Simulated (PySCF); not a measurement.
BeCl, SMILES [Be+][Cl], charge +1. Atoms are numbered in the order given.

```xyz
2

Be     0.0000     0.0000    -1.3965
Cl     0.0000     0.0000     0.3286
```
Charge +1, spin multiplicity 1.

Geometry optimised at B3LYP-D3(BJ)/def2-TZVPD. The multiplicity is an assumed one; other spin states were not compared.

Calculation: PBE/def2-TZVPD run with PySCF.

Isolated molecule, no solvent.

| Quantity | Value |
|---|---|
| total energy | -474.42438 hartree |
| point group | C∞v |
| highest occupied level | -14.79 eV |
| lowest empty level | -11.41 eV |
| orbital gap | 3.38 eV |
| dipole moment about the centre of nuclear charge | 1.637 e·Å |
| mean static polarisability | 22.3 bohr³ (3.30 Å³) |
| polarisability, principal values | 19.5, 19.5, 27.9 bohr³ |
